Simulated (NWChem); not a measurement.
Molecule: SiHCl, singlet; SMILES Cl[SiH]

Results from NWChem. Low-valent species are run as closed-shell singlets; no triplet was tried in these runs. The geometry was optimised at PBE0/def2-SVP. Vertical excitations in the gas phase.

What does the run give for PBE/def2-SVPD, TDA? Quantities: lowest excitation, singlet (eV); oscillator strength of that lowest state; orbital gap (eV).


- lowest excitation, singlet (eV): 2.65
- oscillator strength of that lowest state: 0.017
- orbital gap (eV): 2.06
